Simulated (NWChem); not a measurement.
# CH₆OSi; SMILES C([SiH3])O

```xyz
9

O      0.3950     1.6667    -0.0430
C     -0.6301     0.6767     0.0055
Si     0.0990    -1.0928    -0.0238
H      0.9333     1.5631     0.7634
H     -1.2618     0.8236    -0.8966
H     -1.3182     0.8027     0.8790
H      1.0483    -1.2191     1.1415
H      0.8790    -1.3156    -1.2890
H     -0.9686    -2.1495     0.1046
```
Atoms are numbered in this order, from 1.

Program: NWChem. Geometry: optimised at PBE-D3(BJ)/def2-SVP. B3LYP is NWChem's, with the RPA form of VWN correlation. Static field.

Question: Predict the results for B3LYP/Sadlej pVTZ. Quantities: isotropic polarisability (bohr³); anisotropy (bohr³).

Answer: 
| Property | Value |
|---|---|
| isotropic polarisability (bohr³) | 50.5 |
| anisotropy (bohr³) | 8.7 |
